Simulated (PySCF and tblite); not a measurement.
The numbers below are computed, except where a source is named.
C₅H₄O₂, numbered as in [O:1]=[CH:2][c:3]1[cH:4][cH:5][o:6][cH:7]1.

Conformers came from 60 starts (ETKDG and KDG, MMFF94s, GFN2-xTB); geometries are GFN2-xTB. Free energies are PBE0-D3(BJ)/def2-TZVP (IEF-PCM, chloroform) single points with GFN2-xTB rigid-rotor and vibrational terms (modes under about 100 cm⁻¹ blended into free rotors). Symmetry numbers and mirror images are counted. Conformers within 4 kcal/mol (GFN2-xTB free energy) were kept, 6 at most. (PySCF 2.14, tblite 0.8.)

Torsions listed: O1–C2–C3–C4.

```json
{"conformer": "1", "shape": "180°", "symmetry": "Cs", "dipole D": "3.88"}
{"conformer": "2", "shape": "0°", "symmetry": "Cs", "dipole D": "3.71"}
```

Task: Which of these conformers is the most populated at 298.15 K, and with what share?

Result: Conformer 2, about 89 %.

Task: Give the DFT energies and free energies relative to the lowest, and all weights.

Result: 
```json
{"conformer": "1", "shape": "180°", "E(DFT) kcal/mol": "1.18", "G(298.15 K) kcal/mol": "1.22", "weight %": "11.4"}
{"conformer": "2", "shape": "0°", "E(DFT) kcal/mol": "0.00", "G(298.15 K) kcal/mol": "0.00", "weight %": "88.6"}
```

Task: How does its share change from 298.15 K to 800 K?

Result: From 89 % to 68 %; the mixing entropy goes from 0.70 to 1.25 cal/(mol K).
